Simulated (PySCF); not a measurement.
**Magnetisability: `InChI=1S/C7H13F/c1-6-2-3-7(4-6)5-8/h6-7H,2-5H2,1H3/t6-,7+/m1/s1`**

Geometry:
| atom | x (Å) | y (Å) | z (Å) |
| --- | --- | --- | --- |
| C1 | -2.454 | 0.396 | 0.728 |
| C2 | -1.216 | 0.378 | -0.155 |
| C3 | -0.836 | -1.021 | -0.648 |
| C4 | 0.643 | -0.916 | -1.046 |
| C5 | 1.188 | 0.351 | -0.351 |
| C6 | 2.475 | 0.103 | 0.422 |
| F7 | 3.504 | -0.214 | -0.435 |
| C8 | 0.056 | 0.826 | 0.566 |
| H9 | -2.651 | 1.403 | 1.087 |
| H10 | -2.318 | -0.255 | 1.589 |
| H11 | -3.323 | 0.053 | 0.172 |
| H12 | -1.380 | 1.030 | -1.018 |
| H13 | -1.461 | -1.350 | -1.476 |
| H14 | -0.959 | -1.733 | 0.170 |
| H15 | 0.751 | -0.830 | -2.126 |
| H16 | 1.199 | -1.800 | -0.733 |
| H17 | 1.396 | 1.118 | -1.102 |
| H18 | 2.791 | 1.000 | 0.967 |
| H19 | 2.376 | -0.739 | 1.116 |
| H20 | 0.086 | 1.900 | 0.740 |
| H21 | 0.123 | 0.319 | 1.532 |

Computed, not measured: PySCF, GIAO PBE/pcSseg-1 magnetisability, rotational g tensor and spin-rotation constants, non-relativistic, gas phase. Geometry: GFN2-xTB.

(1) How diamagnetic is it, and how anisotropic?

(2) Split it along the inertial axes a, b, c into diamagnetic and paramagnetic parts about the centre of mass, with the quadrupole moment.

(3) And the rotational g tensor?

## Answers

(1) Isotropic -1402 × 10⁻³⁰ J/T², or -84.4 × 10⁻⁶ cm³/mol; principal values -1508, -1368, -1330 × 10⁻³⁰ J/T², anisotropy 162 × 10⁻³⁰ J/T² (root of half the summed squared differences of the principal values). The susceptibility is in cgs units.

(2) 
```
axis  χ (10⁻⁶ cm³/mol)  diamagnetic (10⁻⁶ cm³/mol)  paramagnetic (10⁻⁶ cm³/mol)  summed x² of all electrons (Å²)  quadrupole Θ (D Å)
   a             -88.8                      -384.5                        295.7                            257.0               -8.40
   b             -83.2                     -1202.5                       1119.3                             64.2               +3.73
   c             -81.3                     -1362.5                       1281.2                             26.5               +4.66
```
Anisotropies 2χaa − χbb − χcc = -13.1 and 2χbb − χaa − χcc = +3.6 × 10⁻⁶ cm³/mol. Θ is traceless in Buckingham's convention.

(3) 
```csv
axis,rotational constant (GHz),g,nuclear part,electronic part
a,4.8904,+0.0010,0.6804,-0.6794
b,1.0867,-0.0063,0.5652,-0.5714
c,0.9549,-0.0066,0.5681,-0.5748
```
Asymmetric top; isotopes 12C, 19F, 1H; no vibrational averaging.
